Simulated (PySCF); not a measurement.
This PySCF input asks for the NMR shieldings of `NB(C[SiH3])NBC1CC1`, C₄H₁₄B₂N₂Si; the geometry comes from GFN2-xTB.

```python
import basis_set_exchange as bse
import numpy as np
from pyscf import gto, dft
from pyscf.prop import nmr

atoms = """
N     1.562030   -0.378720    2.288220
B     1.205295   -0.557935    0.954834
C     2.274506   -1.047348   -0.108054
Si    2.973402    0.410044   -1.106640
N    -0.131053   -0.252298    0.503157
B    -1.243582    0.265765    1.171272
C    -2.579367    0.534898    0.398684
C    -2.574717    0.979657   -1.048923
C    -3.046117   -0.388080   -0.707001
H     0.917346   -0.037098    2.978490
H     2.479791   -0.562647    2.651119
H     1.832936   -1.756080   -0.811168
H     3.107214   -1.566936    0.367829
H     3.697883    1.338784   -0.233058
H     1.898426    1.141181   -1.789159
H     3.897398   -0.101842   -2.127968
H    -0.260126   -0.428579   -0.484091
H    -1.177285    0.502457    2.320440
H    -3.391934    0.959903    0.979562
H    -3.303688    1.715447   -1.356145
H    -1.620842    1.090819   -1.545026
H    -2.419974   -1.230379   -0.963610
H    -4.102293   -0.604028   -0.776811
"""
names = dict.fromkeys(["N", "B", "C", "Si", "H"], "pcSseg-1")
basis = {el: gto.basis.parse(bse.get_basis(n, elements=[el], fmt="nwchem")) for el, n in names.items()}
mol = gto.M(atom=atoms, basis=basis, charge=0, verbose=0)
mf = dft.RKS(mol, xc="PBE0")
mf.grids.level = 2
mf.grids.alignment = dft.numint.BLKSIZE   # the property module wants whole blocks of grid points
mf.conv_tol = 1e-9
mf.kernel()

calc = nmr.RKS(mf)   # GIAO
C = mf.mo_coeff
Co = C[:, mf.mo_occ > 0]
resp = mf.gen_response(singlet=True, hermi=2)
def vind(x):   # induced exchange potential for any number of trial vectors
    d = np.einsum("pi,xij,qj->xpq", C, 2 * x.reshape(-1, C.shape[1], Co.shape[1]), Co, optimize=True)
    return np.einsum("xpq,pi,qj->xij", resp(d - d.transpose(0, 2, 1)), C, Co, optimize=True).ravel()
mo1, _ = nmr.rhf.solve_mo1(calc, with_cphf=vind)
sigma = calc.kernel(mo1)
for i, s in enumerate(sigma):   # ppm
    print("%2d %-2s %9.2f" % (i, mol.atom_pure_symbol(i), np.trace(s) / 3))
```

Q: What are the results?

A: 
```
 0 N     190.08
 1 B      69.65
 2 C     186.91
 3 Si    420.20
 4 N     125.32
 5 B      55.73
 6 C     183.47
 7 C     177.68
 8 C     177.33
 9 H      28.03
10 H      28.86
11 H      31.78
12 H      31.68
13 H      27.84
14 H      27.88
15 H      27.61
16 H      27.49
17 H      25.83
18 H      31.27
19 H      30.94
20 H      31.32
21 H      31.44
22 H      30.95
```

These numbers come from an equivalent density-fitted implementation of the same equations, which agrees with the script to about 0.01 ppm for H and up to a few tenths of a ppm for heavy atoms, so last digits may differ.

Size and cost of the density-fitted run: 230 basis functions, 110 s wall time on 1 thread of an Arm Neoverse N1, shared host; peak memory 1.1 GiB.
